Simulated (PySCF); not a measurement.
# Potential energy of AgCl along the bond

Set-up: basis Ag def2-TZVPP with ECP28, Cl def2-TZVPP; scalar-relativistic core potentials; PySCF 2.14. Energies in eV from Ag (4d10 5s1) + Cl in their ground configurations at the same level. State: ¹Σ⁺ (singlet), closed shell.

```
R (Å)  BHandHLYP
1.972     -1.824
2.064     -2.384
2.155     -2.699
2.224     -2.818
2.293     -2.865
2.362     -2.856
2.454     -2.782
2.568     -2.623
2.706     -2.378
2.889     -2.012
```

Question: Put a parabola through the three lowest points of the BHandHLYP curve and estimate Re, k and ωe (reduced mass 26.35 u; 1 eV/Å² = 0.16022 mdyn/Å; ωe = 1302.8·√(k/μ) cm⁻¹).

Answer: Through R = 2.224, 2.293, 2.362 Å the second-order coefficient is 5.88 eV/Å², so Re ≈ 2.316 Å, k ≈ 1.88 mdyn/Å and ωe ≈ 348 cm⁻¹. A polynomial fit of higher order to the unrounded BHandHLYP energies gives Re = 2.314 Å, k = 1.70 mdyn/Å, ωe = 331 cm⁻¹; anharmonicity and rounding make the difference.

The higher-order fit for each curve: BHandHLYP: Re = 2.314 Å, ωe = 331 cm⁻¹, De = 2.87 eV.

Spin–orbit coupling is left out, which matters for elements this heavy, above all for dissociation energies.
